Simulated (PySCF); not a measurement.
NMR problem set

[PySCF 2.14: σ from GIAO-PBE0/pcSseg-1; coordinates at the GFN2-xTB level; single conformer; fast rotation and ring inversion assumed for equivalent nuclei; no relativistic terms; isolated molecule]

Chemical shifts δ = σref − σ; ¹H (31.72 ppm), ¹³C (186.93 ppm) against TMS, all at this level. Where no couplings were computed, multiplicities follow the n + 1 count of equivalent neighbours, and m marks all less simple cases (inequivalent or close neighbours, rings, F or P nearby). Shifts are as computed. Against solution values, carbons near 30 ppm lie about +3 ppm off and those near 130 ppm about +5 ppm. Of 1309 compounds with measured shifts, 239 miss one by over three times the rms of a fit or turn the order of signals round; such compounds aren't used in these exercises. OH and NH positions are gas-phase values without hydrogen bonding to other molecules.

Question: C6H11NOSi. ¹H NMR (400 MHz, computed): δ 6.93 (m, 1H), 6.44 (m, 1H), 4.74 (q, 2H), 3.96 (s, 2H), 0.78 (br s, 2H), 0.37 (t, 3H). ¹³C{¹H} NMR (computed): δ 173.5, 154.0, 129.8, 111.8, 45.4, -9.3. Give a structure.

Answer: `InChI=1S/C6H11NOSi/c1-9-6-3-2-5(4-7)8-6/h2-3H,4,7,9H2,1H3`. Rings plus π bonds: 3 (1 ring in the answer). 6 carbon signals for 6 carbons: no two carbons are equivalent. Carbon types of the structure: 2 × C, 2 × CH, 1 × CH2, 1 × CH3, leaving 4 H on heteroatoms. δC 173.5, 154.0: substituted aromatic carbon next to the ring oxygen. δC 129.8, 111.8: aromatic CH. δC 45.4: sp3 CH2 bonded to N, on an aromatic ring; deshielded by the electronegative neighbour. δH 0.37: hydrogen on a methyl carbon bonded to Si; an electropositive neighbour shields it, as in TMS itself.

The shifts were computed for this structure.

Question: C6H11NOSi. ¹H NMR (300 MHz, computed): δ 4.76 (m, 1H), 4.69 (m, 1H), 4.67 (m, 1H), 3.45 (m, 1H), 2.23 (m, 1H), 1.86 (m, 1H), 1.54 (m, 1H), 1.06 (d, 3H), 0.71 (br s, 1H). ¹³C{¹H} NMR (computed): δ 127.7, 72.9, 38.5, 26.5, 25.3, 12.6. Give a structure.

Answer: `C[C@@H](O)[C@H]1[SiH2]C[C@H]1C#N`. The formula gives 3 degrees of unsaturation (1 ring in the answer). 6 carbon signals for 6 carbons: no two carbons are equivalent. Carbon types of the structure: 1 × C, 3 × CH, 1 × CH2, 1 × CH3, leaving 3 H on heteroatoms. δC 127.7: nitrile carbon; this is the usual window of a C≡N carbon, which has no attached hydrogen. δC 72.9: sp3 CH bonded to O; deshielded by the electronegative neighbour. δC 25.3: methyl carbon; a saturated carbon with 1 carbon neighbour and no heteroatom attached. δH 0.71: hydrogen on an alcohol oxygen; labile proton, position sensitive to the medium.

The shifts were computed for this structure.
